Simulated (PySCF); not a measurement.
An unknown shows these calculated signals:

¹H NMR (300 MHz, computed): δ 7.67 (m, 2H), 7.66 (m, 2H), 7.57 (m, 1H), 7.18 (m, 1H), 2.09 (m, 1H), 1.60 (m, 1H), 1.40 (m, 1H).

¹³C{¹H} NMR (computed): δ 142.2 (C), 134.0 (CH), 133.0 (CH), 131.8 (CH), 28.6 (CH), 18.6 (CH2).

Level of theory: geometry from GFN2-xTB, shielding tensors at PBE0/pcSseg-1 (GIAO), in PySCF 2.14 (one averaged value for each set of equivalent atoms, one conformer, no relativistic terms, gas phase).

Scale: TMS for ¹H (σ = 31.72 ppm), ¹³C (σ = 186.93 ppm) (reference shieldings calculated alike).

Q: Which of these does the molecule contain: a three-membered ring, a benzene ring, a heteroaromatic ring, a non-aromatic C=C double bond, an amide?

A: 
- A three-membered ring: yes.
- A benzene ring: yes.
- A heteroaromatic ring: no.
- A non-aromatic C=C double bond: no.
- An amide: no.

The data belong to `O=[P@@H]1C[C@@H]1c1ccccc1`, C₈H₉OP; they needn't prove each group on their own.

Carbon signals by region: 4 in the sp2 and nitrile region (100–160 ppm), 2 below 50 ppm.

Splittings by ³¹P in the carbon and heteronuclear signals aren't shown, as no couplings were computed. Shifts are as computed. Against solution values, carbons near 30 ppm lie about +3 ppm off and those near 130 ppm about +5 ppm. Of 1211 compounds with measured shifts, 218 miss one by over three times the rms of a fit or turn the order of signals round; such compounds aren't used in these exercises. Multiplicities follow the n + 1 count of equivalent neighbours, as no J values were calculated; m marks all less simple cases, F and P coupling included.
